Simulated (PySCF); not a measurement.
## How methods differ on the fine-structure interval of Eu⁵⁰⁺

Eu⁵⁰⁺ [Ne] 3s2 3p1 [3p1/2^1, M_J = 1/2] → Eu⁵⁰⁺ [Ne] 3s2 3p1 [3p3/2^1, M_J = 3/2], as a difference of total energies. Computed with PySCF 2.14 in an uncontracted even-tempered set (18 s from 13 bohr⁻², ratio 2.4; 14 p from 17 bohr⁻², ratio 2.4; 4 d from 57 bohr⁻², ratio 2.6; 4 f from 86 bohr⁻², ratio 2.6), with the two-component X2C-1e Hamiltonian. Correlated levels: 1s2 frozen; the 54 highest virtual spinors dropped. "Screened" scales the spin-orbit matrix elements by Boettger's factors to mimic the two-electron term; Breit and QED terms are absent.

```csv
method,fine-structure interval (cm⁻¹)
GHF (screened spin-orbit),1398700
GMP2 (screened spin-orbit),1394100
GHF (bare spin-orbit),1447900
```
